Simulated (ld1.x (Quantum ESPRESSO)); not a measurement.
# Varying the TM semilocal potential for tellurium

Base potential:

| Property | Result |
| --- | --- |
| Element | tellurium |
| Generator | ld1.x (Quantum ESPRESSO) 7.5 |
| Type | norm-conserving Troullier–Martins (semilocal form) |
| Functional | PBE |
| Relativity | scalar-relativistic |
| Frozen core | [Kr] 4d10 |
| Valence charge | 6 |
| Reference configuration | 5s2 5p4 |
| Partial waves | 5s (bound): rc 1.35 bohr; 5p (bound): rc 2.05 bohr |
| Local potential | the p channel |
| Core correction | a·sin(br)/r model core, default radius (core density twice the valence density) |

Cutoffs, loose and tight: the cutoffs (Ry, on a coarse ladder) from which the occupation-weighted sum of valence levels, in a spherical-Bessel basis at the reference potential, stays within 10 and 1 mRy of its value at 400 Ry. They do not see the model core or the augmentation charge, which bear on the density cutoff. Test errors are all-electron minus pseudo excitation energies from the reference, over the configurations 5s2 5p3; 5s2 5p2; 5s2 5p1; 5s2 5p3.5; 5s2 5p4.3; 5s1 5p5; 5s0 5p6. A dash means not determined; rows that change the core or the reference have their own tests.

A semilocal file is local in each channel, so a ghost entry of none says nothing of the separable form that plane-wave codes build from it.

The default core radius of the base comes out at 1.51 bohr.

```csv
change,outcome,"cutoff, loose","cutoff, tight",bound ghosts,largest test error (meV)
base,generated,70 Ry,200 Ry,none,-93
core correction a·sin(br)/r model core inside 0.62 bohr,generated,70 Ry,200 Ry,none,-114
core correction a·sin(br)/r model core inside 0.86 bohr,generated,70 Ry,200 Ry,none,-114
core correction a·sin(br)/r model core inside 1.10 bohr,generated,70 Ry,200 Ry,none,-111
core correction a·sin(br)/r model core inside 1.32 bohr,generated,70 Ry,200 Ry,none,-103
core correction a·sin(br)/r model core inside 1.58 bohr,generated,70 Ry,200 Ry,none,-88
```

What comes out with this change to the base: core correction none?

outcome: generated; cutoff, loose: 70 Ry; cutoff, tight: 200 Ry; bound ghosts: none; largest test error (meV): +148.
